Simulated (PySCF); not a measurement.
Frontier levels across methods

Compound: CH3Cl2FSi.
Atom-mapped SMILES: `[F:1][SiH2:2][CH:3]([Cl:4])[Cl:5]` (hydrogens: H6, H7 on Si2; H8 on C3)

Cartesian coordinates in Å at the PBE0-D3(BJ)/def2-SVP level; atoms count from 1:
```
atom  x, y, z in Å
F1     2.0325   -1.4225   -1.1525
Si2    1.0428   -0.3739   -0.4086
C3    -0.7480   -0.8187   -0.8382
Cl4   -1.1525   -2.4407   -0.2419
Cl5   -1.7411    0.4553   -0.0677
H6     1.2093   -0.4993    1.0587
H7     1.3275    0.9878   -0.9291
H8    -0.9764   -0.7987   -1.9119
```

Basis pcSseg-2 throughout (PySCF), one geometry. Isolated species at its PBE0-D3(BJ)/def2-SVP geometry (one conformer only).

**Question.** How do the orbital energies, the gap and the dipole change with the method?

**Answer.** 
```tsv
method	kind	HOMO (eV)	LUMO (eV)	gap (eV)	μ (D)	SCF cycles
BLYP	GGA	-7.02	-1.60	5.42	1.16	15
OPBE	GGA	-7.12	-1.60	5.51	1.15	16
PBE	GGA	-7.14	-1.71	5.42	1.16	15
B97-D	GGA	-7.15	-1.62	5.52	1.18	15
BP86	GGA	-7.24	-1.79	5.45	1.17	15
KT2	GGA	-7.25	-1.86	5.39	1.19	15
LDA	LDA	-7.27	-1.92	5.34	1.20	14
KT3	GGA	-7.27	-1.81	5.46	1.18	15
B97-2	global hybrid	-8.24	-0.72	7.52	1.25	14
B3LYP	global hybrid	-8.26	-0.93	7.33	1.24	13
PBE0	global hybrid	-8.49	-0.67	7.82	1.25	13
mPW1PW91	global hybrid	-8.52	-0.68	7.84	1.25	13
BHandHLYP	global hybrid	-9.75	0.34	10.09	1.34	12
CAM-B3LYP	range-separated hybrid	-9.88	0.42	10.30	1.29	13
wB97X-D	range-separated hybrid	-10.37	1.16	11.53	1.29	14
LC-wPBE	range-separated hybrid	-11.24	1.66	12.90	1.31	14
HF	Hartree–Fock	-11.70	2.44	14.14	1.43	11
```

The HOMO spans 4.68 eV, from BLYP down to HF, and the gap runs from 5.34 eV (LDA) to 14.14 eV (HF). Over the methods BLYP (0 %), OPBE (0 %), PBE (0 %), B97-D (0 %), BP86 (0 %), KT2 (0 %), LDA (0 %), KT3 (0 %), B97-2 (21 %), B3LYP (20 %), PBE0 (25 %), mPW1PW91 (25 %), BHandHLYP (50 %), HF (100 %), a straight line through the gap against the share of exact exchange rises by 0.88 eV for each 10 % (correlation coefficient 0.999). The dipole ranges from 1.15 D (OPBE) to 1.43 D (HF). This basis has no diffuse functions.

The vertical ΔSCF ionisation energy at CAM-B3LYP/def2-SVPD is 10.88 eV; −ε(HOMO) comes closest to it with LC-wPBE (11.24 eV).
